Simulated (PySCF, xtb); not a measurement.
C3H7S, SMILES CCS[CH2], multiplicity 2. The values are those of a single conformer.

Harmonic wavenumbers (cm⁻¹) from GFN2-xTB (xtb) at its own minimum, in rising order: 96, 199, 247, 285, 351, 514, 668, 786, 889, 911, 1012, 1039, 1078, 1224, 1249, 1342, 1403, 1445, 1483, 1494, 2983, 3008, 3026, 3036, 3044, 3106, 3178.

**Question.** What does PBE0-D3(BJ)/def2-SVP (PySCF) give at its own minimum? (An estimate is asked for; the answer gives what the named calculation found.)

**Answer.** 111, 220, 233, 291, 369, 388, 681, 763, 865, 911, 993, 1061, 1088, 1263, 1286, 1377, 1389, 1444, 1459, 1472, 3058, 3075, 3138, 3153, 3168, 3171, 3310. Paired by order, the mean absolute difference is 44 cm⁻¹ and the zero-point energies are 55.9 and 56.8 kcal/mol.
